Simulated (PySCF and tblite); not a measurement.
Results of a calculation; reference values are marked as such.
C5H6F3NO, numbered as in [O:1]=[C:2]1[NH:3][CH2:4][CH2:5][C@@H:6]1[C:7]([F:8])([F:9])[F:10].

Conformers came from 150 starts (ETKDG and KDG, MMFF94s, GFN2-xTB); geometries are GFN2-xTB. Weights use PBE0-D3(BJ)/pcSseg-1 energies plus GFN2-xTB zero-point and thermal terms (modes under about 100 cm⁻¹ blended into free rotors). Symmetry numbers and mirror images are counted. Conformers within 2.5 kcal/mol (GFN2-xTB free energy) were kept, 4 at most. Programs: PySCF with density fitting and tblite.

Rotational constants are equilibrium values for the commonest isotopes; dipoles come from the energy level named.

The 5-ring runs over atoms 2–3–4–5–6.

```json
{"conformer": "1", "shape": "5-ring envelope (ring torsions -17, 24, -24, 15, 2°)", "symmetry": "C1", "weight %": "50.2"}
{"conformer": "2", "shape": "5-ring envelope (ring torsions 18, -25, 23, -13, -3°)", "symmetry": "C1", "weight %": "49.8"}
```

Sets of constants, in random order:

```
set  A (MHz)  B (MHz)  C (MHz)  abs μa (D)  abs μb (D)  abs μc (D)
  P     2181     1152      889        3.86        3.89        0.67
  Q     2031     1263      978        2.51        4.12        0.36
```

Task: Match each set to its conformer.

Result: P is conformer 2, Q is conformer 1.


Conformer gaps in pcSseg-1 on xTB geometries can be 2 kcal/mol off for S=O, P=O and other polar bonds.